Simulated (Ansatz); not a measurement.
Ansatz (a program for electronic structure) input (r2SCAN/def2-TZVPD):

Ansatz 0.2 input:
```yaml
crystal:
  periodic: [false, false, false]
  atoms:
    - {symbol: Cs, position_ang: [-0.00000000, -0.00000000, -0.35080573]}
    - {symbol: F, position_ang: [0.00000000, 0.00000000, 2.14381277]}
basis:
  gaussian:
    orbitals: def2-TZVPD
hamiltonian:
  xc: {name: r2SCAN}
total_charge: -1
magnetization: {spin_polarized: true, initial_magnetization: 1}
output: {forces: true}
```

End of the output:

```
integrals: 0.02 GiB planned
506 factors; their error is unknown
mean field: 0.25 GiB planned
mean field evaluation 1: about -2933.8612 eV, gradient 1.1e2 eV
mean field evaluation 2: about -2444.0952 eV, gradient 4.2e2 eV
mean field evaluation 4: about -2919.8311 eV, gradient 3.1e2 eV
mean field evaluation 8: about -3245.9867 eV, gradient 3.9e1 eV
mean field evaluation 16: about -3267.4237 eV, gradient 1.7e-5 eV
mean field evaluation 32: about -3266.9361 eV, gradient 2.1e-2 eV
mean field -3267.42371331 eV, -120.0756067250 hartree, gradient 1.8e-5 eV, S^2 0.750071; 7 other end points of the search recorded, 0 dependent functions left out
the calculation of the forces begins
reference -3267.42381377 eV, -120.0756104167 hartree; 10, 9 occupied and 62, 63 virtual orbitals, 506 factors
Total energy: -3267.42381377 eV, -120.0756104167 hartree
Atom 0 at    -0.000000    -0.000000    -0.350806 Å, force    -0.000000     0.000000     0.018678 eV/Å
Atom 1 at     0.000000     0.000000     2.143813 Å, force     0.000000    -0.000000    -0.018678 eV/Å
Dipole moment:     0.000000     0.000000     0.525384 e Å
```
